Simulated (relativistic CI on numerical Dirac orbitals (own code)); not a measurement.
Co3+ in a cubic cluster: 3p photoemission with charge transfer

Computed with a charge-transfer multiplet model of a cubic metal-ligand cluster with up to 2 ligand holes, Slater and spin-orbit integrals from Dirac-Coulomb-Breit ions, Slater integrals scaled by 0.7. The ground state mixes d6 with configurations of k ligand holes L, whose averages lie at kΔ + k(k − 1)U_dd/2; a core hole lowers each added d electron by U_cd. 300 K, Lorentzian 0.9 eV and Gaussian 0.8 eV FWHM.

Atomic integrals in eV (Slater integrals scaled, ζ unscaled), ground: F2dd 8.824, F4dd 5.512, zeta_d 0.071; with the core hole: F2dd 9.526, F4dd 5.983, zeta_d 0.078, zeta_core 1.257, F2cd 10.009, G1cd 12.314, G3cd 7.560.

Cluster parameters (eV): Δ = -0.1, U_dd = 6, U_cd = 7.5, 10Dq = 1.45, 10Dq(ligand) = 1.5, final-state hopping factor = 1.

Weights, n_d and S are thermal averages at 300 K. Binding energies count from the first peak over 30 % of the highest in each spectrum, which can be another peak from case to case. The parameters are a model scan and need not match a compound or its usual spin state. Peaks in eV (height, largest 100): 0.0 (100), 6.3 (45), 9.1 (26), 12.0 (18), 14.9 (19), 22.4 (7).

(1) Which parameters give this spectrum?
A. V(eg) = 0.65 eV, V(t2g) = -0.33 eV
B. V(eg) = 1.25 eV, V(t2g) = -0.64 eV
C. V(eg) = 2.15 eV, V(t2g) = -1.1 eV

Results:

(1) C. V(eg) = 2.15 eV, V(t2g) = -1.1 eV; the ground state then has 6.82 d electrons and S = 0.03. The choice follows from running the model for each set and comparing peak positions and heights. The space is cut while the next configuration still counts.
